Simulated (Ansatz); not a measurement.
`C=C[Se][SiH2]C` + `C#N` → `C[SiH2][Se]C#N` + ethylene  (formal exchange of groups at the Se–C bond)

Program: Ansatz. Geometries: PBE0-D4/def2-TZVP. ΔE: electronic, gas phase. CBS: MP2 limit from def2 TZ/QZ plus the TZ coupled-cluster correction, frozen cores. This one scheme is used for every species. Functionals use def2-TZVPP. B3LYP here is the variant with VWN-RPA as its local correlation; programs differ in this. For Se outer-core shells are correlated without core-valence functions, which leaves a few kJ/mol of doubt a bond. Scalar relativity is left out up to krypton. One conformer a species, not always the lowest.

Q: Is it downhill or uphill in electronic energy at CCSD(T)/CBS, and by how much? (An estimate is asked.)

A: Computed: Downhill: ΔE = -12.1 kJ/mol.

Q: What do these levels give: B3LYP-D4, ωB97X-V, PBE0, HF/def2-TZVPP, MP2/def2-TZVPP, CCSD/def2-TZVPP? (Best estimate.)

A: Ansatz gave: B3LYP-D4 -17.4, ωB97X-V -16.9, PBE0 -19.2, HF/def2-TZVPP -23.1, MP2/def2-TZVPP -12.9, CCSD/def2-TZVPP -14.4 kJ/mol.

Largest T1 diagnostic among the species: 0.014.

The D4 term adds +5.0 kJ/mol with B3LYP and +2.6 kJ/mol with PBE0; it sums over pairs of atoms, weighted by their polarisabilities, and B3LYP, whose exchange is more repulsive, gets the larger term. In def2-TZVPP, CCSD(T) changes the Hartree–Fock value by +9.4 kJ/mol (the triples alone add +0.7 kJ/mol) and MP2 by +10.2 kJ/mol.
